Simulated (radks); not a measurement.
The numbers below are computed, except where a source is named.
Coulomb parameter of the 4f shell of the terbium ion Tb3+ in the model configuration [Xe] 4f7 6s1, as a second difference U = [E(n + 1) + E(n - 1) - 2 E(n)] / (1)^2 with all orbitals relaxed. "Bare": the charge of the atom changes with n. "Screened": the 6s shell takes up the change at fixed total charge, which measures U(4f,4f) + U(6s,6s) - 2 U(4f,6s). Code: a radial shooting solver on a logarithmic mesh with Libxc functionals. Model: Dirac Kohn-Sham, PBE, spin-unpolarised, spherical densities, point nucleus; open shells are shared between the two j in proportion to 2j + 1.

case         configuration  E - E(n) (eV)
start         [Xe] 4f7 6s1          0.000
bare +1       [Xe] 4f8 6s1        -34.815
bare -1       [Xe] 4f6 6s1         55.125
screened +1       [Xe] 4f8        -15.197
screened -1   [Xe] 4f6 6s2         23.909

U(bare) = 20.310 eV, U(screened by 6s) = 8.712 eV.
